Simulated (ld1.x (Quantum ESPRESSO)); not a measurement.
# Transferability test, ultrasoft potential for nitrogen (N)

ld1.x (Quantum ESPRESSO) 7.5 input, shortened:

```
&input
   title='N', zed=7., rel=1, dft='PBESOL', iswitch=3,
   config='[He] 2s2 2p1'
 /
 &inputp
   pseudotype=3, tm=.true., lloc=-1, rcloc=1.10,
   nlcc=.false.
 /
4
2S  1  0   2.00   0.00  0.90  1.20  0.0
2S  1  0   0.00  -0.60  0.90  1.20  0.0
2P  2  1   1.00   0.00  1.85  1.95  0.0
2P  2  1   0.00  -2.30  1.85  1.95  0.0
 &test
   configts(1)='2s2 2p1'
 /
```

Energies are relative to the spin-unpolarised reference configuration 2s2 2p1; without spin polarisation the order of configurations can differ from experiment.

| valence configuration | charge | ΔE all-electron (eV) | error AE − PS (meV) |
| --- | --- | --- | --- |
| 2s2 2p3 | 0 | -42.258 | +265 |
| 2s2 2p2 | +1 | -28.737 | +278 |
| 2s2 2p0 | +3 | 46.885 | +294 |
| 2s1 2p4 | 0 | -30.824 | +627 |
| 2s2 2p3.3 | -0.3 | -43.862 | +135 |
| 2s1 2p3 | +1 | -17.023 | +616 |

Problem. What are ΔE and the potential's error for 2s2 2p2.5?

Solution. ΔE = -37.195 eV all-electron; the error (AE − PS) is +357 meV.

Levels in the configuration 2s2 2p0:

```
level  all-electron (eV)  pseudo (eV)
   2s            -67.855      -67.511
```

ld1.x printed “convergence not achieved” for 7 of the counted tests; their residual had stalled under 1e-8, short of the target of 1e-14.

Note: ghost state, extra bound levels that the all-electron valence spectrum of the same l lacks: p at -30.1 eV. A true bound ghost makes a file unfit for plane-wave use.
